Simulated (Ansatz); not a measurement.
Born–Oppenheimer molecular dynamics of a periodic cell of 13 atoms, LiMg₁₂ (host Mg, host structure hcp, interstitial Li). It goes on from the last frame of an earlier run, with new velocities.

Level of theory: Ansatz 0.2.0, DFT PBEsol, scalar-relativistic, plane waves, PAW. Settings: accuracy low, cutoff 420 eV, k mesh 2x2x2, fermi-dirac smearing 0.15 eV, no spin polarisation.

```json
{
  "ensemble": "NVT, Nosé–Hoover chain",
  "time step": "6 fs",
  "steps asked": "150",
  "set temperature": "1680 K",
  "thermostat": "time constant 50 fs, chain length 5",
  "seed": "624102"
}
```

First frame:

```xyz
13
Lattice="6.4200 0.0000 0.0000 -4.8150 8.3398 0.0000 0.0000 0.0000 5.2130" Properties=species:S:1:pos:R:3
Mg 0.001 -0.441 0.314
Mg 0.191 3.164 1.968
Mg -1.451 2.224 -0.425
Mg -1.917 4.559 3.162
Mg -3.330 5.533 0.217
Mg -3.167 7.709 2.798
Mg 3.444 -0.490 -0.182
Mg 3.021 2.116 2.171
Mg 1.650 2.135 -0.209
Mg 1.872 5.077 3.040
Mg 0.426 5.076 0.251
Mg -0.117 6.997 2.469
Li -0.503 0.944 2.512
```

(1) What does the run give?

(2) What happens to the structure?

(3) How do temperature and energy run in time?

Results:

(1) All steps were run.

* steps done: 150
* time covered: 900 fs
* mean temperature over the second half: 1612 K
* spread of the potential energy over the second half: 35.2 meV per atom
* mean potential energy of the second half above the start: 106.1 meV per atom

The conserved energy stayed within 4.7 meV per atom of its start (net change 1.3 meV per atom), so there is no drift, though single steps change it by up to 32 meV in the whole system, a sign of fast motions only just resolved. A run of 0.9 ps of so small a system gives no equilibrium averages. Limits of this set-up: coarse k mesh, low accuracy level.

(2) Mean squared displacements from the first frame to the last, about the centre of mass: Mg 3.98 Å², Li 23.12 Å². Another seed would give other details.

(3) 
| time (fs) | T (K) | potential energy less start (eV) | conserved less start (meV/atom) |
| --- | --- | --- | --- |
| 0.0 | 1680 | 0.000 | 0.00 |
| 72.0 | 2235 | 0.180 | -0.17 |
| 144.0 | 2622 | 2.124 | 3.39 |
| 216.0 | 2086 | 0.991 | 0.63 |
| 288.0 | 1679 | 0.389 | 0.97 |
| 360.0 | 917 | 1.342 | 1.08 |
| 432.0 | 1745 | 1.532 | 1.96 |
| 504.0 | 2266 | 1.145 | 0.78 |
| 576.0 | 1447 | 1.438 | 0.70 |
| 648.0 | 1373 | 0.707 | 1.05 |
| 720.0 | 1280 | 1.430 | 1.35 |
| 792.0 | 2030 | 1.258 | 0.22 |
| 864.0 | 1909 | 1.315 | 1.86 |

Time of the run: 15 min on 1 thread of Arm Neoverse V2, on a shared host, peak memory 0.68 GiB.
